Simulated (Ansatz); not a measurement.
Input file for Ansatz (a program for electronic structure): R-wB97M-V/def2-TZVPP on CH5AlS (SMILES C[S][AlH2]), a point of a torsion scan.

Ansatz 0.2 input:
```yaml
crystal:
  periodic: [false, false, false]
  atoms:
    - {symbol: C, position_ang: [1.38217799, 0.19855100, 0.12028459]}
    - {symbol: S, position_ang: [0.18964430, -1.09106183, 0.69696288]}
    - {symbol: Al, position_ang: [-1.61238973, -0.22127775, -0.18814900]}
    - {symbol: H, position_ang: [1.05658668, 0.62840435, -0.82625339]}
    - {symbol: H, position_ang: [2.33667411, -0.30020448, -0.01175514]}
    - {symbol: H, position_ang: [1.46992010, 0.96924612, 0.87941903]}
    - {symbol: H, position_ang: [-1.64773654, -0.03287525, -1.71678367]}
    - {symbol: H, position_ang: [-2.82779868, 0.22155630, 0.64269251]}
basis:
  gaussian:
    orbitals: def2-TZVPP
hamiltonian:
  xc: {name: wB97M-V}
scf: {lower_state_search: off}
```

Program output:

```
WARN ansatz: RAYON_NUM_THREADS=1 ignored (pool sized by the plan → 1); use --threads N
Functional definition: wB97M-V
these checks for a lower state are left out or cut short: stability, starts, cluster_reference, orbital_swaps, neighbouring_geometries, increment
integrals: 0.13 GiB planned
1038 factors; their error is unknown
integrals: 0.16 GiB planned
252 factors; integrals over basis functions are off by at most 9.5e-6 eV
mean field: 1.03 GiB planned
mean field evaluation 1: about -18548.4216 eV, gradient 2.7e1 eV
mean field evaluation 2: about -18549.3155 eV, gradient 2.0e1 eV
mean field evaluation 4: about -18550.2324 eV, gradient 7.7e-1 eV
mean field evaluation 8: about -18550.2405 eV, gradient 3.2e-1 eV
mean field evaluation 16: about -18550.2406 eV, gradient 5.6e-5 eV
mean field -18550.24061320 eV, -681.7087687303 hartree, gradient 4.8e-6 eV, S^2 0.000000; 0 other end points of the search recorded, 0 dependent functions left out
reference -18550.24066490 eV, -681.7087706305 hartree; 20, 20 occupied and 165, 165 virtual orbitals, 1038 factors
Total energy: -18550.24066490 eV, -681.7087706305 hartree
Checks for a lower state left out: stability, starts, cluster_reference, orbital_swaps, neighbouring_geometries, increment
```

The run converged.

Cost: roughly 6 core-seconds.
